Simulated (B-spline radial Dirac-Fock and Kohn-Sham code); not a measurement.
**Dipole and non-dipole photoemission parameters of Be⁺ 2s**

System: the Be⁺ ion, configuration [He] 2s1; threshold 18.44 eV (orbital energy of the model). These are calculated numbers from a radial atomic solver; the model is Dirac-Hartree-Slater photoionisation with a Latter tail; cross sections with all multipoles, angular parameters from the dipole term and its interference with E2.

For linearly polarised light dσ/dΩ = σ/(4π) [1 + β P₂(cos θ) + (δ + γ cos²θ) sin θ cos φ], with θ from the polarisation vector and φ the angle between the beam and the projection of the electron momentum on the plane normal to the polarisation.

```
hν (eV)    σ (kb)      β      γ
   59.9       231  2.000  0.043
   60.2       229  2.000  0.044
   60.7       225  2.000  0.045
   73.5       152  2.000  0.064
   87.4       105  2.000  0.083
    102      74.2  2.000  0.102
    147      31.9  2.000  0.154
    150      30.4  2.000  0.157
    159      26.5  2.000  0.167
    305      5.35  2.000  0.292
    308      5.22  2.000  0.295
    400      2.69  2.000  0.356
    538      1.23  2.000  0.440
    600     0.916  2.000  0.475
    842     0.352  2.000  0.602
    889     0.301  2.000  0.624
 1253.6     0.109  2.000  0.769
   1280     0.103  2.000  0.778
   1610    0.0516  2.000  0.883
   1670    0.0462  2.000  0.901
   2000    0.0267  2.000  0.995
   3640   0.00416  2.000  1.386
   4000         ?      ?      ?
   4680   0.00187  2.000  1.587
   6000  0.000838  2.000  1.807
 8047.8  0.000322  2.000  2.102
   8580  0.000261  2.000  2.172
  11100  0.000112  2.000  2.474
  11200  0.000109  2.000  2.485
  12000  8.65e-05  2.000  2.574
```

Question: Give the values at 4000 eV.

Answer: σ = 0.00309 kb, β = 2.000, γ = 1.459. For an s subshell δ is negligible.
